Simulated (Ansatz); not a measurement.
Gas-phase electronic energies from Ansatz, PBE0-D4/def2-TZVP geometries. CCSD(T)/CBS is the MP2 limit (def2-TZVPP, def2-QZVPP) plus CCSD(T) − MP2 in def2-TZVPP, frozen cores. This one scheme is used for every species. def2 core potentials past Kr. For In outer-core shells are correlated without core-valence functions, which leaves a few kJ/mol of doubt a bond. Each species was taken in one conformer, which may not be the lowest.

Reaction (ligand exchange at the In–O bond): `[NH2][In]([OH])[O][SiH3]` + H₂S → `[NH2][In]([SH])[O][SiH3]` + H₂O

`[NH2][In]([OH])[O][SiH3]`:

```xyz
11

N    -1.167   -2.128    1.599
In   -0.761   -0.772    0.187
O    -1.639   -0.572   -1.567
O     0.816    0.408    0.445
Si    1.556    1.537   -0.456
H    -2.128   -2.435    1.642
H    -0.862   -1.866    2.526
H    -1.202    0.099   -2.100
H     2.971    1.161   -0.726
H     1.540    2.859    0.230
H     0.875    1.709   -1.780
```

H₂S:

Z-matrix (Å, degrees):
```
S
H 1 1.341
H 1 1.341 2 92.3
```

`[NH2][In]([SH])[O][SiH3]`:

Cartesian coordinates in Å:
```
N -0.237 1.646 1.572
In -1.098 0.093 0.637
S -3.207 -0.916 0.935
O 0.068 -0.900 -0.628
Si 1.557 -0.678 -1.238
H -0.852 2.370 1.917
H 0.528 2.071 1.066
H -2.901 -1.888 0.058
H 2.084 0.684 -0.908
H 1.539 -0.808 -2.721
H 2.518 -1.675 -0.690
```

H₂O:

Cartesian coordinates in Å:
```
O -0.090 -0.272 0.264
H -0.200 -0.322 -0.688
H 0.290 0.594 0.425
```

```
                   species  HF/CBS(def2) energy (Eh)
`[NH2][In]([OH])[O][SiH3]`                -686.02524
                       H₂S                -398.72106
`[NH2][In]([SH])[O][SiH3]`               -1008.70435
                       H₂O                 -76.06721
```

Problem. Work out ΔE.

Solution. ΔE = (-1008.70435) + (-76.06721) − (-686.02524) − (-398.72106) = -0.02526 Eh = -66.3 kJ/mol. CCSD(T)/CBS gives -66.1 kJ/mol.

Largest T1 diagnostic among the species: 0.016.

At CCSD(T), def2-SVP lies +5.3 kJ/mol from the extrapolated value and def2-TZVPP +1.7 kJ/mol. From r2SCAN to r2SCAN0 (25 % exact exchange), in def2-TZVPP and without D4, ΔE moves by −6.4 kJ/mol.
